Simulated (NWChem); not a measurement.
System: C$_{2}$H$_{7}$Si, doublet; SMILES C[SiH]C

Program: NWChem. Pople sets run with spherical d functions. Spin-unrestricted. In the optimisation the excess spin sits in a' (Cs, its own frame). The geometry was optimised at PBE0/def2-SVP, spin-unrestricted. No stability test was run on the SCF state. Level PBE/6-31G*: single points from the atomic guess with DIIS by default; each run changes one setting, and all converged runs end within 0.3 mHa of each other. NWChem's automatic level shift, which a small gap switches on, acted in some of these runs.

Task: Which setting needs the most SCF iterations, or fails (defaults; core-Hamiltonian guess; no level shifting; level shift of 0.5 Ha throughout; no DIIS, 40 % damping)?

Result: core-Hamiltonian guess, with 21 against 7 for the defaults.
| setting | SCF iterations |
|---|---|
| defaults | 7 |
| no level shifting | 7 |
| core-Hamiltonian guess | 21 |
| no DIIS, 40 % damping | 14 |
| level shift of 0.5 Ha throughout | 10 |
